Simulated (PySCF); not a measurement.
Compound: C9H13N.
Bonds: C1–C2, C2–C3 (double), C3–C4 (double), C4–C5 (double), C5–C6 (double), C6–C7, C6–N8, N8–C9, N8–C10. Hydrogens: H11, H12, H13 on C1; H14 on C2; H15, H16, H17 on C7; H18, H19, H20 on C9; H21, H22, H23 on C10.

Method used: PySCF 2.14.0, PBE0-D3(BJ)/def2-SVP geometry optimisation, gas phase.

(1) What internal coordinates does the optimisation give?

## Answers

(1) 
```
                   bond  length (bohr)   order
                  C1–C2          2.832  single
                  C2=C3          2.494  double
                  C3=C4          2.432  double
                  C4=C5          2.417  double
                  C5=C6          2.530  double
                  C6–C7          2.843  single
                  C6–N8          2.614  single
          N8–C9, N8–C10          2.721  single
 C1–H11, C1–H12, C1–H13          2.082  single
                 C2–H14          2.080  single
 C7–H15, C7–H16, C7–H17          2.079  single
C9–H18 and 3 like bonds          2.077  single
        C9–H19, C10–H21          2.095  single
```

Bonds in one row agree within 0.02 bohr and their mean is given. Orders are formal, as drawn. A selection of angles:
```
    angle  degrees
 C1–C2–C3    125.4
 C2–C3–C4    179.6
 C3–C4–C5    179.7
 C4–C5–C6    176.6
 C5–C6–C7    119.4
 C5–C6–N8    122.4
 C7–C6–N8    118.2
 C6–N8–C9    120.3
C6–N8–C10    117.3
C9–N8–C10    115.7
```

Dihedral angles: C5–C6–N8–C9 154° (antiperiplanar). The mirror-image conformer, all signs reversed, is as good.

N8 (nitrogen bonded to 3 C) has angles 120.3°, 117.3° and 115.7°, sum 353.4°, 0.21 Å off the plane of its three neighbours. The C–N distances run from 1.383 Å (C6–N8, drawn single) to 1.441 Å (N8–C9, drawn single), a spread of 0.058 Å. The C–C distances run from 1.279 Å (C4=C5, drawn double) to 1.504 Å (C6–C7, drawn single), a spread of 0.225 Å. Of the pairs four or more bonds apart, C7···H18 is among the closest relative to their van der Waals radii: 2.51 Å, 87 % of the sum of Bondi's values.

Point group: C1 (no symmetry element, even within 0.4 Å). Stationary, but not proved a minimum.
